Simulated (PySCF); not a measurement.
**Radial density of Hg⁺ (mercury, charge +1)**

UHF, [Xe] 4f14 5d10 6p1, 2P determinant (an excited configuration). Calculation: PySCF 2.14, in x2c-TZVPPall with one added diffuse shell each of s, p, d, f type (12s8p8d4f1g, 113 functions); the spin-free X2C one-electron Hamiltonian (Gaussian nucleus).

| r (bohr) | 4πr²ρ (e/bohr) | 4πr²(ρα − ρβ) |
| --- | --- | --- |
| 0.0131 | 111.0 | 0.0013 |
| 0.0220 | 97.84 | 0.0035 |
| 0.0370 | 132.3 | 0.0046 |
| 0.0622 | 141.9 | -0.0030 |
| 0.105 | 121.2 | -0.0012 |
| 0.176 | 123.2 | 0.0030 |
| 0.296 | 81.62 | 0.0053 |
| 0.498 | 65.88 | -0.0012 |
| 0.837 | 23.88 | 0.0174 |
| 1.41 | 11.32 | -0.0268 |
| 2.37 | 1.830 | 0.3078 |
| 3.98 | 0.3079 | 0.2576 |
| 6.70 | 0.02935 | 0.0293 |
| 11.3 | 1.652e-05 | 0.0000 |

Densities and radii are taken from the X2C orbitals without a picture-change correction, which distorts them close to the nucleus.

Spin-orbit coupling, absent here, splits the open shell strongly.

Problem. Where is the radial spin density 4πr²(ρα − ρβ) most negative, and why is it negative at all?

Solution. Around r = 1.41 bohr, down to -0.0268 e/bohr: exchange with the open shell polarises the paired shells in an unrestricted calculation.
